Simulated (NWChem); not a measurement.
System: CH₄F₃NSi; SMILES CN[Si](F)(F)F

```xyz
10

C     -0.0300     2.3804     0.0772
N      0.6919     1.1256     0.1152
Si     0.0185    -0.4090    -0.0068
F     -0.6718    -0.9887     1.3212
F      1.1634    -1.4572    -0.3985
F     -1.1460    -0.4208    -1.1075
H     -0.1633     2.8331     1.0753
H     -1.0293     2.2210    -0.3535
H      0.4800     3.1132    -0.5683
H      1.6785     1.1974     0.3355
```
Atoms are numbered in this order, from 1.

Program: NWChem. Pople sets run with spherical d functions. The geometry was optimised at PBE0/def2-SVP.

Q: What does the run give for B3LYP/6-31G*? Quantities: highest occupied level (eV); orbital gap (eV); dipole (D).

A: The highest occupied level (eV) is -7.28. The orbital gap (eV) comes out as 8.25 and the dipole (D) is 3.02.
